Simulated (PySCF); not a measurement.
## Tm(OH)2 at several levels of theory

Computed with PySCF 2.14.0 (density fitting, no spin-orbit coupling) at the geometry relaxed with PBE0:

```xyz
5
Tm(OH)2 (singlet in the valence; each metal's 4f electrons, 13 of them, lie in its core potential, out of spins and levels)
Tm    0.0000    0.0000   -0.0479
O     2.0288   -0.0410    0.5613
H     2.8893   -0.0582    0.9809
O    -2.0288    0.0410    0.5613
H    -2.8893    0.0582    0.9809
```

```tsv
level	basis	state	HOMO (eV)	gap (eV)	charge on Tm1 (e)	population of f-type functions on Tm1 (polarisation alone where 4f lies in the core)	dipole about the centre of mass (D)	largest force component (eV/Å)
PBE0	Tm lcecp-0-SVP with ECP59, O def2-SVP, H def2-SVP	singlet	–	–	0.86	0.03	2.49	0.00
TPSSh	the same	singlet	–	–	0.83	0.03	2.46	0.29
PBE0	Tm lcecp-0-TZVP with ECP59, O def2-TZVP, H def2-TZVP	singlet	–	–	1.26	0.04	2.64	0.23
```

In the lcecp rows the 4f levels are missing from HOMO and gap, and the state counts the valence alone.

Charges are Mulliken's, which hang on the basis. The relaxation used the grid (50, 194), these runs (75, 302) or, all-electron (x2c bases, spin-free X2C Hamiltonian), (99, 590).

What does TPSS with Tm lcecp-0-SVP with ECP59, O def2-SVP, H def2-SVP give here?

state singlet, charge on Tm1 (e) 0.77, population of f-type functions on Tm1 (polarisation alone where 4f lies in the core) 0.03, dipole about the centre of mass (D) 2.40, largest force component (eV/Å) 0.50. Time: 3.3 s on 2 threads of Arm Neoverse V1, with other jobs on the host, from an already converged density.

An lcecp potential fixes the number of 4f electrons, so in runs with it no electron can move into or out of that shell.
